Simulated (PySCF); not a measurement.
Orbital picture of NdF

M06 at R = 2.065 Å; basis Nd x2c-SVPall, F x2c-SVPall; spin-free X2C with a Gaussian nucleus; PySCF 2.14. State: sextet, about 4.0 electrons in the 4f shell (Mulliken), real f orbitals that mix terms. Only the outer orbitals are listed, counted within each symmetry.

| spin | orbital | occ. | ε (eV) | on Nd (%) | main shells (%) |
| --- | --- | --- | --- | --- | --- |
| α | 7π | 1 | -9.79 | 8 | 92 F p |
| α | 7π | 1 | -9.79 | 8 | 92 F p |
| α | 14σ | 1 | -9.77 | 14 | 86 F p |
| α | 1φ | 1 | -3.80 | 100 | 100 Nd f |
| α | 3δ | 1 | -3.73 | 100 | 100 Nd f |
| α | 3δ | 1 | -3.73 | 100 | 100 Nd f |
| α | 15σ | 1 | -3.69 | 100 | 89 Nd f |
| α | 16σ | 1 | -3.52 | 100 | 83 Nd s, 9 Nd d |
| α | 4δ | 0 | -0.64 | 100 | 100 Nd d |
| α | 4δ | 0 | -0.64 | 100 | 100 Nd d |
| α | 8π | 0 | -0.43 | 99 | 54 Nd p, 46 Nd d |
| β | 7π | 1 | -9.82 | 8 | 92 F p |
| β | 7π | 1 | -9.82 | 8 | 92 F p |
| β | 14σ | 1 | -9.69 | 13 | 86 F p |
| β | 15σ | 0 | -0.88 | 100 | 92 Nd s |
| β | 16σ | 0 | 0.28 | 100 | 50 Nd d, 40 Nd s, 9 Nd p |
| β | 3δ | 0 | 0.54 | 100 | 100 Nd d |

Question: Which are the highest filled and the lowest empty level, where do they sit, and how wide is the gap?

Answer: Highest filled α 16σ at -3.52 eV (in %: 83 Nd s, 9 Nd d); lowest empty β 15σ at -0.88 eV (in %: 92 Nd s); the gap at M06 is 2.64 eV.

* bond order (Mayer): 1.00
* ⟨S²⟩: 8.754
* charge on Nd (Mulliken, basis-dependent): 0.44
* charge on Nd (Löwdin, basis-dependent): 0.19
* dipole moment (positive dipole means Nd(−)F(+)): -2.92 D

Spin–orbit coupling is left out. The state is the lowest single determinant that the PBE0 search found; with open d or f shells the true ground state can be another one.
